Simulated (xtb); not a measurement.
C$_{2}$HF$_{3}$O$_{2}$, singlet, at the geometry of the source list; xtb with GFN2-xTB.

xtb was given this input:
```
$ xtb mol.xyz --gfn 2 --chrg 0 --uhf 0 --json

# file mol.xyz
8

O      1.24100000    -0.78730000     0.34200000
C      0.60540000     0.29700000    -0.04900000
O      1.08720000     1.34450000    -0.34540000
C     -0.93040000     0.01890000    -0.07510000
F     -1.37440000    -0.33420000     1.13520000
F     -1.61140000     1.09280000    -0.46180000
F     -1.22270000    -0.97700000    -0.91730000
H      2.20530000    -0.65460000     0.37150000
```

It wrote (shortened):

```
   ID    Z sym.   atoms
    1    8 O      1, 3
    2    6 C      2, 4
    3    9 F      5-7
    4    1 H      8

           -------------------------------------------------
          |                Calculation Setup                |
           -------------------------------------------------

           -------------------------------------------------
          |                 G F N 2 - x T B                 |
           -------------------------------------------------

          ...................................................
          :                      SETUP                      :
          :.................................................:
          :  # basis functions                  29          :
          :  # atomic orbitals                  29          :
          :  # shells                           15          :
          :  # electrons                        42          :
          :  max. iterations                   250          :
          :  Hamiltonian                  GFN2-xTB          :
          :  restarted?                      false          :
          :  GBSA solvation                  false          :
          :  PC potential                    false          :
          :  electronic temp.          300.0000000     K    :
          :  accuracy                    1.0000000          :
          :  -> integral cutoff          0.2500000E+02      :
          :  -> integral neglect         0.1000000E-07      :
          :  -> SCF convergence          0.1000000E-05 Eh   :
          :  -> wf. convergence          0.1000000E-03 e    :
          :  Broyden damping             0.4000000          :
          :  net charge                          0          :
          :  unpaired electrons                  0          :
          ...................................................

 iter      E             dE          RMSdq      gap      omega  full diag
   1    -27.1856131 -0.271856E+02  0.581E+00    5.17       0.0  T
   2    -27.2287982 -0.431851E-01  0.299E+00    4.66       1.0  T
   3    -27.2303640 -0.156577E-02  0.157E+00    4.89       1.0  T
   4    -27.2320925 -0.172844E-02  0.184E-01    4.74       1.0  T
   5    -27.2322336 -0.141114E-03  0.759E-02    4.78       1.0  T
   6    -27.2322353 -0.177110E-05  0.208E-02    4.79       1.7  T
   7    -27.2322367 -0.140292E-05  0.879E-03    4.79       4.0  T
   8    -27.2322368 -0.711739E-07  0.221E-03    4.79      16.0  T
[...]
         :: total energy             -27.114973259887 Eh    ::
[...]

     #   Z          covCN         q      C6AA      α(0)
     1   8 O        1.660    -0.325    19.444     5.953
     2   6 C        2.684     0.349    21.068     7.512
     3   8 O        0.856    -0.322    20.190     6.024
     4   6 C        3.325     0.468    17.683     6.684
     5   9 F        0.790    -0.180    11.035     3.924
     6   9 F        0.790    -0.173    10.962     3.911
     7   9 F        0.790    -0.180    11.035     3.924
     8   1 H        0.804     0.364     0.557     1.173

 Mol. C6AA /au·bohr⁶  :        796.470538
 Mol. C8AA /au·bohr⁸  :      16961.793622
 Mol. α(0) /au        :         39.103828

Wiberg/Mayer (AO) data.
largest (>0.10) Wiberg bond orders for each atom

 ---------------------------------------------------------------------------
     #   Z sym  total        # sym  WBO       # sym  WBO       # sym  WBO
 ---------------------------------------------------------------------------
     1   8 O    2.265 --     2 C    1.193     8 H    0.842     3 O    0.210
     2   6 C    3.944 --     3 O    1.820     1 O    1.193     4 C    0.861
     3   8 O    2.117 --     2 C    1.820     1 O    0.210
     4   6 C    3.850 --     6 F    0.975     5 F    0.962     7 F    0.962
                             2 C    0.861
     5   9 F    1.095 --     4 C    0.962
     6   9 F    1.104 --     4 C    0.975
     7   9 F    1.095 --     4 C    0.962
     8   1 H    0.868 --     1 O    0.842
 ---------------------------------------------------------------------------

Topologies differ in total number of bonds
Writing topology from bond orders to xtbtopo.mol

molecular dipole:
                 x           y           z       tot (Debye)
 q only:        1.082      -0.484       0.234
   full:        1.253      -0.532       0.262       3.525
molecular quadrupole (traceless):
                xx          xy          yy          xz          yz          zz
 q only:        3.860      -3.310      -3.409       1.360       0.734      -0.451
  q+dip:        6.077      -3.388      -5.598       1.535       1.485      -0.479
   full:        5.404      -3.663      -5.633       1.514       1.725       0.229

           -------------------------------------------------
          | TOTAL ENERGY              -27.114973259887 Eh   |
          | GRADIENT NORM               0.001322967444 Eh/α |
          | HOMO-LUMO GAP               4.787586445167 eV   |
           -------------------------------------------------

normal termination of xtb
```
